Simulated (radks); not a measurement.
Task: These are the eigenvalues of the occupied orbitals of an atom or ion with whole-number occupations (eV). Calculated with a radial shooting solver on a logarithmic mesh with Libxc functionals: scalar-relativistic Kohn-Sham, SOGGA, spin-unpolarised, spherical densities, finite nucleus; Fermi nuclear charge, rms radius of each element as measured or else 0.836 A^(1/3) + 0.57 fm.

| orbital | eigenvalue |
|---|---|
| 1s | -14189.07 |
| 2s | -1903.797 |
| 2p | -1688.500 |
| 3s | -303.8527 |
| 3p | -235.2622 |
| 3d | -121.5992 |
| 4s | -59.0061 |
| 4p | -43.2387 |

Which element is it, and in what charge state? The configuration may be excited.

Result: Z = 36, krypton, charge +3: Kr3+ in [Ar] 3d10 4s2 4p3. The list shows which subshells hold electrons but not how many an open one holds; the 1s level, -521.44 hartree, gives Z - s = 32.3 by -(Z - s)^2/2, which with screening and relativity narrows Z to a few neighbours, and the depths of the outer levels then fix element, charge and occupations together.
